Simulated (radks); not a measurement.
The numbers below are computed, except where a source is named.
Problem. The osmium ion Os3+, [Xe] 4f14 5d5. Level of theory: non-relativistic Kohn-Sham, PBE, spin-polarised, spherical densities, point nucleus (a radial shooting solver on a logarithmic mesh with Libxc functionals). Every spin shell is full or empty, so the densities are truly spherical. Functionals are evaluated on that one density, not self-consistently. Rank these exchange functionals by their error against the exact value of the orbitals, and give that value: LDA, B88, PBE, PBEsol, RPBE, PW91, OPTX, WC, AM05, B86b, TPSS, r2SCAN.

Solution. Exact: -316.204 hartree. From best to worst, with 100 (|E| - |E exact|)/|E exact| (equal figures are ties): B86b +0.07, PW91 +0.11, r2SCAN -0.12, B88 +0.13, RPBE -0.16, PBE -0.28, TPSS -0.35, WC -0.58, PBEsol -1.77, OPTX +1.91, AM05 -3.63, LDA -3.84.
